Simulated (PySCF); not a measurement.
CH7F2NSi2, SMILES C([Si@H](N)F)[SiH2]F.

Geometry optimised at PBE0-D3(BJ)/def2-SVP. The structure was generated by enumeration; whether it is a known compound was not checked. The values are those of a single conformer.

Two levels are set side by side: PBE/def2-TZVP (PySCF) and PBE0/def2-TZVP (PySCF). Same geometry, gas phase. Differences are taken from unrounded values.

```
quantity                      PBE0    PBE  PBE minus PBE0
---------------------------  -----  -----  --------------
orbital gap (eV)              8.21   5.86           -2.35
highest occupied level (eV)  -8.00  -6.53            1.47
lowest empty level (eV)       0.21  -0.67           -0.88
dipole moment (D)             1.29   1.14           -0.15
mean polarisability (bohr³)   66.4   69.5             3.2
```

Without exact exchange PBE keeps part of each electron's self-repulsion, which lifts occupied levels and narrows the gap. PBE's more diffuse valence density responds more strongly to a field. Differences between two approximate levels are no errors against the true value.

Rough cost on one machine, each run with all the roots and properties that it gave: PBE0 against PBE within a factor of 2.
